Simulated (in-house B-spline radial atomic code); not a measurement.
# Ce3+: [He] 2s1 2p6 3s2 3p6 3d10 4s2 4p6 4d10 4f2 5s2 5p6 (with a hole in an inner shell)

Level of theory: Dirac-Kohn-Sham LDA VWN5, spherical fractional occupations, Fermi nucleus of rms radius 4.8771 fm; calculated with a B-spline radial code for spherical atoms.

Screening seen three ways: the hydrogenic charge with the same mean radius, Z_r = [3n² - l(l+1)]/(2<r>), the one with the same energy, Z_e = n√(-2ε), and Slater's rules. Values are occupation-weighted means over j. An effective charge above Z reflects the relativistic contraction of the inner shells.

```json
{"shell": "1s", "electrons": "2", "ε (eV)": "-40425", "<r> (bohr)": "0.02458", "Z_r": "61.02", "Z_e": "54.51", "Slater": "57.70"}
{"shell": "2s", "electrons": "1", "ε (eV)": "-6587.2", "<r> (bohr)": "0.1043", "Z_r": "57.50", "Z_e": "44.01", "Slater": "54.20"}
{"shell": "2p", "electrons": "6", "ε (eV)": "-5944.7", "<r> (bohr)": "0.09158", "Z_r": "54.60", "Z_e": "41.81", "Slater": "54.20"}
{"shell": "3s", "electrons": "2", "ε (eV)": "-1452.9", "<r> (bohr)": "0.2755", "Z_r": "49.00", "Z_e": "31.00", "Slater": "47.60"}
{"shell": "3p", "electrons": "6", "ε (eV)": "-1244.8", "<r> (bohr)": "0.2724", "Z_r": "45.88", "Z_e": "28.70", "Slater": "47.60"}
{"shell": "3d", "electrons": "10", "ε (eV)": "-944.46", "<r> (bohr)": "0.2481", "Z_r": "42.32", "Z_e": "24.99", "Slater": "37.85"}
{"shell": "4s", "electrons": "2", "ε (eV)": "-312.63", "<r> (bohr)": "0.6279", "Z_r": "38.22", "Z_e": "19.17", "Slater": "31.25"}
{"shell": "4p", "electrons": "6", "ε (eV)": "-243.23", "<r> (bohr)": "0.6619", "Z_r": "34.75", "Z_e": "16.91", "Slater": "31.25"}
{"shell": "4d", "electrons": "10", "ε (eV)": "-141.28", "<r> (bohr)": "0.7231", "Z_r": "29.04", "Z_e": "12.89", "Slater": "19.85"}
{"shell": "5s", "electrons": "2", "ε (eV)": "-64.94", "<r> (bohr)": "1.48", "Z_r": "25.34", "Z_e": "10.92", "Slater": "11.55"}
{"shell": "5p", "electrons": "6", "ε (eV)": "-47.024", "<r> (bohr)": "1.685", "Z_r": "21.66", "Z_e": "9.30", "Slater": "11.55"}
{"shell": "4f", "electrons": "2", "ε (eV)": "-31.134", "<r> (bohr)": "0.9945", "Z_r": "18.10", "Z_e": "6.05", "Slater": "12.65"}
```

The least bound orbital is 4f7/2 at -30.96 eV, while the most diffuse is 5p3/2 (<r> = 1.71 bohr against 0.9984 bohr): energy order and size order differ. The part-filled 2s shell lies below the filled 5p shell in orbital energy.

Spin-orbit splittings of the orbital energies (j = l + 1/2 above j = l - 1/2 when positive): 2p 451.6 eV, 3p 90.7 eV, 3d 20.15 eV, 4p 19.81 eV, 4d 3.598 eV, 5p 3.047 eV, 4f 0.4175 eV.

For the 1s electron the small component carries 4.61 % of the norm, the zero-frequency Breit interaction raises the level by 106.8 eV, self-energy by 63.93 eV, and vacuum polarisation lowers it by 9.523 eV.

The density falls to 0.001 bohr⁻³ at 3.43 bohr; Σ<r²> = 38.09 bohr² gives, by the non-relativistic formula and without the paramagnetism of open shells, a Langevin diamagnetic susceptibility of -30.17×10⁻⁶ cm³/mol.
